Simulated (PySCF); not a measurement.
# PBE0 on Cu(2+) (copper, charge +2)

Configuration: [Ar] 3d9, 2D determinant. Computed with PySCF 2.14 in ANO-RCC-VTZP, with the spin-free X2C one-electron Hamiltonian (Gaussian nucleus).

```
Total energy                                                  : -1653.487 hartree
One-electron energy                                           : -2279.091 hartree
Hartree (Coulomb) energy                                      : 692.816 hartree
Exchange-correlation energy                                   : -67.212 hartree
⟨S²⟩                                                          : 0.7505
⟨L²⟩                                                          : 6.008
Sum of ⟨r⟩                                                    : 15.99 bohr
Sum of ⟨r²⟩                                                   : 15.66 bohr²
Traceless quadrupole moment −½Σ⟨3z² − r²⟩ along its main axis : -0.344 e·bohr²
Langevin diamagnetic susceptibility                           : -12.4 ×10⁻⁶ cm³/mol
```

```csv
shell,electrons,mean orbital energy (eV),spread (eV),"rms radius, mean of both spins (bohr)"
1s α,1,-8920.3,0,0.0601
1s β,1,-8920.3,0,0.0601
2s α,1,-1106.6,0,0.255
2s β,1,-1105.9,0,0.255
2p α,3,-957.81,1.136,0.228
2p β,3,-957.20,0.484,0.228
3s α,1,-147.99,0,0.763
3s β,1,-146.34,0,0.763
3p α,3,-103.81,2.202,0.810
3p β,3,-102.05,0.263,0.810
3d α,5,-33.020,2.557,1.06
3d β,4,-31.830,1.593,1.06
```

Densities and radii are taken from the X2C orbitals without a picture-change correction, which distorts them close to the nucleus.
